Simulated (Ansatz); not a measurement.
**Worked example: C2H5Br + InHCl2 → CH2BrCl + InH(CH3)Cl**

Species: C2H5Br (bromoethane) `CCBr`, singlet; InHCl2 `[Cl][InH][Cl]`, singlet; CH2BrCl (bromochloromethane) `ClCBr`, singlet; InH(CH3)Cl, singlet. The partners trade CH3 for Cl: C–CH3 and In–Cl bonds give way to C–Cl and In–CH3.

Shapes, held fixed at every level: PBE0-D4/def2-TZVP. Programs: Ansatz 0.2.0. The zero-point and thermal change to 298 K, harmonic and unscaled (PBE0-D4/def2-TZVP), is -6.1 kJ/mol.

At CCSD(T)/def2-TZVPP; 1 Eh = 2625.50 kJ/mol:

```
   species   energy (Eh)
    C2H5Br  -2651.785490
    InHCl2  -1109.633510
   CH2BrCl  -3071.663206
InH(CH3)Cl   -689.691849
```

Problem. Work out ΔH(298 K) of the reaction at this level.

Solution. 
1. Products less reactants: (-3071.663206) + (-689.691849) − [(-2651.785490) + (-1109.633510)] = 0.063945 Eh = +167.9 kJ/mol.
2. With the thermal change: +167.9 + (-6.1) = +161.8 kJ/mol.

Other levels give +152.7 (PBE-D4/def2-TZVPP) to +207.6 kJ/mol (HF/def2-SVP). No measured value is set beside it here. For atoms past krypton def2 sets carry core potentials with scalar relativity. Relativity is left out for Br unless named. Correlated rows may include outer-core shells of Br, In, which these sets cover unevenly.
